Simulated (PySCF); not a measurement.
# Rubidium: a sound run and one with changed settings

Sound run: Rb²⁺ [Ar] 3d10 4s2 4p5, Rb³⁺ [Ar] 3d10 4s2 4p4. Calculation: PySCF 2.14, in x2c-TZVPall; the spin-free X2C one-electron Hamiltonian (Gaussian nucleus). In the sound run the correlated levels freeze [Ar] 3d10 4s2. The sound run starts from symmetry-adapted Hartree-Fock orbitals and uses a fine grid where one is needed.

Changed run: no relativity, point nucleus. This setting is unsound on purpose.

| species | method | sound run (hartree) | changed run (hartree) | converged |
| --- | --- | --- | --- | --- |
| Rb²⁺ | UHF | -2978.00539 | -2914.80360 | yes |
| Rb²⁺ | PBE0 | -2979.51854 | -2916.37178 | yes |
| Rb²⁺ | LDA | -2975.78772 | -2912.70132 | yes |
| Rb²⁺ | MP2 | -2978.08691 | -2914.88596 | yes |
| Rb³⁺ | UHF | -2976.60245 | -2913.40158 | yes |
| Rb³⁺ | PBE0 | -2978.07372 | -2914.92753 | yes |
| Rb³⁺ | LDA | -2974.33253 | -2911.24683 | yes |
| Rb³⁺ | MP2 | -2976.64899 | -2913.44866 | yes |

Ionisation energy of Rb²⁺:

```tsv
method	sound run (eV)	changed run (eV)
UHF	38.176	38.151
PBE0	39.316	39.300
LDA	39.598	39.579
MP2	39.128	39.111
SCS-MP2	39.179	39.163
```

Most of the change in total energy is the relativistic energy itself. On top of that the contraction fixes the core shape for the Hamiltonian it was made with, so the changed run is not a good calculation with the other Hamiltonian either.

For comparison, NIST gives 39.247 eV between the lowest levels.
